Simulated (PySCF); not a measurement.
**A parent and its derivatives**

Computed, not measured: TDDFT CAM-B3LYP/def2-SVPD, vertical, gas phase, core orbitals frozen in the response (PySCF 2.14.0, density-fitted response routines). Geometries: GFN2-xTB; one conformer of each isolated species. Triplets are in the Tamm–Dancoff approximation.

Parent: `C#CC(=C)C(=C)F`, with lowest singlet excitation energy 5.47 eV, mean static polarisability 73.7 au, lowest triplet energy 3.01 eV, HOMO–LUMO gap 7.80 eV, S1–T1 gap 2.46 eV. Its spectrum: 227 nm (f 0.414); 222 nm (f 0.000); 211 nm (f 0.121); 197 nm (f 0.000); 183 nm (f 0.071).

Question: How do these changes move the values? H on C replaced by CH2F (`C=C(F)C(=C)C#CCF`); H on C replaced by CHF2 (`C=C(F)C(=C)C#CC(F)F`); H on C replaced by CH3 (`C=C(F)C(=C)C#CC`); H on C replaced by ethynyl (`C#CC#CC(=C)C(=C)F`).

Answer: 

```json
{"change": "H on C replaced by CH2F", "SMILES": "C=C(F)C(=C)C#CCF", "Δ S1 (eV)": "-0.06", "Δ α (au)": "+15.4", "Δ T1 (eV)": "-0.01", "Δ gap (eV)": "-0.04", "Δ S1−T1 (eV)": "-0.06"}
{"change": "H on C replaced by CHF2", "SMILES": "C=C(F)C(=C)C#CC(F)F", "Δ S1 (eV)": "-0.08", "Δ α (au)": "+16.1", "Δ T1 (eV)": "-0.02", "Δ gap (eV)": "-0.08", "Δ S1−T1 (eV)": "-0.06"}
{"change": "H on C replaced by CH3", "SMILES": "C=C(F)C(=C)C#CC", "Δ S1 (eV)": "-0.13", "Δ α (au)": "+14.7", "Δ T1 (eV)": "-0.01", "Δ gap (eV)": "-0.07", "Δ S1−T1 (eV)": "-0.12"}
{"change": "H on C replaced by ethynyl", "SMILES": "C#CC#CC(=C)C(=C)F", "Δ S1 (eV)": "-1.10", "Δ α (au)": "+32.3", "Δ T1 (eV)": "-0.20", "Δ gap (eV)": "-0.55", "Δ S1−T1 (eV)": "-0.91"}
```

S1 falls most with H on C replaced by ethynyl (-1.10 eV); all changes lower it. S1 is simply the lowest singlet of each species and needn't be the same kind of state throughout. Over these 4 changes the shifts of S1 and of the HOMO–LUMO gap correlate with r = 1.00.
